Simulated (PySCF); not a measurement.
Question: Write Cartesian coordinates for InChI=1S/C5H4F2/c6-4-2-1-3-5(4)7/h2-3H,1H2 as optimised with PBE0-D3(BJ)/def2-SVP.

Answer: 
```
atom  x, y, z in Å
F1     2.4587   -0.6081   -0.4994
C2     1.1953   -0.3402   -0.2306
C3     0.2551   -1.1574    0.2722
C4    -1.0112   -0.3659    0.3880
C5    -0.6682    1.0036   -0.1123
C6     0.6273    0.9872   -0.4677
F7     1.3549    1.9699   -0.9628
H8     0.3778   -2.2025    0.5505
H9    -1.8251   -0.8181   -0.2085
H10   -1.3775   -0.3377    1.4306
H11   -1.3525    1.8480   -0.1707
```

Any rigid rotation of these coordinates is as good. Atoms count from 1 in this order. The C–C distances run from 1.343 Å (C2=C3, drawn double) to 1.498 Å (C4–C5, drawn single), a spread of 0.155 Å. The 7 heavy atoms lie in one plane (0.001 Å rms). The 5-membered ring C2–C3–C4–C5–C6 has internal angles of 105.3° to 110.0° (sum 540°, against 540° for a flat polygon); it is planar, 0.00 Å rms from its mean plane, widest ring torsion 0°.

Bonds between heavy atoms (Å): F1–C2 1.319, C2=C3 1.343, C3–C4 1.498, C4–C5 1.498, C5=C6 1.343, C6–F7 1.319, C2–C6 1.463.

Level of theory: PBE0-D3(BJ)/def2-SVP geometry optimisation, gas phase in PySCF.

Point group: C2v (every atom within 0.08 Å of its image). PBE0-D3(BJ)/def2-SVP frequencies: not computed here.

Time: 38 s of wall time; peak memory 0.52 GiB. Hardware: Arm Neoverse V1, one thread, no GPU (shared host). That covers the optimisation of the geometry.
